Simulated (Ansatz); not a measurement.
Stepwise reaction of `[SiH3][Ga]([Cl])[Cl]` with hydrogen fluoride, as a gas-phase model of exchange steps in deposition or etching. ΔE in kJ/mol.

Computed with Ansatz on PBE0-D4/def2-TZVP structures; ΔE is electronic, products minus reactants. CBS: MP2 limit from def2 TZ/QZ plus the TZ coupled-cluster correction, frozen cores. This one scheme is used for every species. DFT in def2-TZVPP. B3LYP here is the variant with VWN-RPA as its local correlation; programs differ in this. For Ga outer-core shells are correlated without core-valence functions, which leaves a few kJ/mol of doubt a bond. Scalar relativity is left out up to krypton.

```csv
step,reaction,PBE-D4,B3LYP-D4,ωB97M-V,CCSD(T)/CBS
2,`[F][Ga]([SiH3])[Cl]` + H–F → `[F][Ga]([F])[SiH3]` + HCl,29.7,28.1,28.6,33.9
```

Task: Give the row of step 1, `[SiH3][Ga]([Cl])[Cl]` + H–F → `[F][Ga]([SiH3])[Cl]` + HCl. (Estimate.)

Result: Computed: 
```tsv
step	reaction	PBE-D4	B3LYP-D4	ωB97M-V	CCSD(T)/CBS
1	`[SiH3][Ga]([Cl])[Cl]` + H–F → `[F][Ga]([SiH3])[Cl]` + HCl	29.7	28.4	28.7	34.5
```

Task: By hand: ΔE of the 2 steps together at CCSD(T)/CBS.

Result: (34.5) + (33.9) = 68.4 kJ/mol, or 34.2 kJ/mol a step.

In ΔE the steps differ by no more than 0.6 kJ/mol. All are uphill at CCSD(T)/CBS. PBE-D4 differs from CCSD(T)/CBS by -4.8 to -4.2 kJ/mol a step. Isolated molecules leave out the surface, adducts and barriers. Largest T1 diagnostic: 0.015.
